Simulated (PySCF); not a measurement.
HSSi, charge +1, multiplicity 1. Atoms are numbered in the order given.

```xyz
3

Si     0.0007     1.1317     0.0000
S     -0.0808    -0.9310     0.0000
H      1.2822    -0.9475     0.0000
```
Charge +1, spin multiplicity 1.

Geometry optimised at B3LYP-D3(BJ)/def2-TZVP. The isomer is the one that the SMILES or the coordinates give; other isomers of the formula were not compared.

Level of theory: B3LYP-D3(BJ)/def2-TZVP in PySCF 2.14.0.

Frequencies are harmonic and unscaled.

```
mode  ν (cm⁻¹)  IR (km/mol)  Raman (Å⁴/amu)  depolarisation  moving atoms (share of kinetic energy)
----  --------  -----------  --------------  --------------  --------------------------------------
1          510         20.3            15.0            0.29                         H 80 %, Si 15 %
2          611        104.0            24.4            0.31                 S 44 %, Si 40 %, H 16 %
3         2545         61.2            82.2            0.23                                  H 97 %
```
